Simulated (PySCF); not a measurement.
Si(F)(OH)(SeH)2 (FH3OSe2Si), SMILES O[Si](F)([SeH])[SeH]. Atoms are numbered in the order given.

```xyz
8

O     -0.6554    -0.7430     1.9152
Si    -0.5447    -0.2968     0.3322
F     -1.9548    -0.6371    -0.3983
Se     1.1884    -1.4126    -0.5349
Se    -0.3087     1.9069    -0.0491
H     -1.3874    -0.3702     2.4210
H      0.9780    -2.5510     0.3667
H      0.9614     1.9453     0.6834
```
Charge 0, spin multiplicity 1.

Geometry: ωB97X-D3(BJ)/def2-SVP. The values are those of a single conformer.

Two levels are set side by side: PBE/pcSseg-1 (PySCF) and PBE0/pcSseg-1 (PySCF). GIAO shifts against CFCl3 (¹⁹F), H2O (¹⁷O), Me2Se (⁷⁷Se), TMS (²⁹Si), TMS (¹H) at the same level; non-relativistic, no solvent, atoms listed together averaged. Differences are taken from unrounded values.

```csv
quantity,PBE0
δ(¹⁷O) of O1 (ppm),102.0
δ(²⁹Si) of Si2 (ppm),22.0
δ(¹⁹F) of F3 (ppm),-110.3
δ(¹H) of H6 (ppm),2.95
```

Task: What does PBE give, and how far is it from PBE0? (An estimate is asked for; the answer gives what the named calculation found.)

Result: 
| quantity | PBE | PBE minus PBE0 |
|---|---|---|
| δ(¹⁷O) of O1 (ppm) | 116.0 | 14.0 |
| δ(²⁹Si) of Si2 (ppm) | 22.1 | 0.1 |
| δ(¹⁹F) of F3 (ppm) | -120.9 | -10.6 |
| δ(¹H) of H6 (ppm) | 2.88 | -0.07 |

Rough cost on one machine, each run with all the roots and properties that it gave: PBE0 against PBE within a factor of 2.
